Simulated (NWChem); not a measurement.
# iminoborane (H₂BN) in NWChem

```xyz
4

B      0.0000     0.0000    -0.7011
N      0.0000     0.0000     0.5488
H      0.0000     0.0000    -1.8910
H      0.0000     0.0000     1.5544
```
Charge 0, spin multiplicity 1.

Program: NWChem. Structure: optimised with PBE/def2-SVP, a minimum by its harmonic frequencies.

Symmetry labels belong to the abelian group C2v used in the runs, with the axes of the coordinates shown; states degenerate in a higher group split over its labels.

List the lowest 5 singlet excitations that CIS/aug-cc-pVDZ gives, with oscillator strengths.


| state | symmetry | energy (eV) | wavelength (nm) | f |
|---|---|---|---|---|
| 1 | a2 | 7.02 | 177 | 0.000 |
| 2 | a2 | 7.26 | 171 | 0.000 |
| 3 | a1 | 7.26 | 171 | 0.000 |
| 4 | b2 | 8.09 | 153 | 0.085 |
| 5 | b1 | 8.09 | 153 | 0.085 |
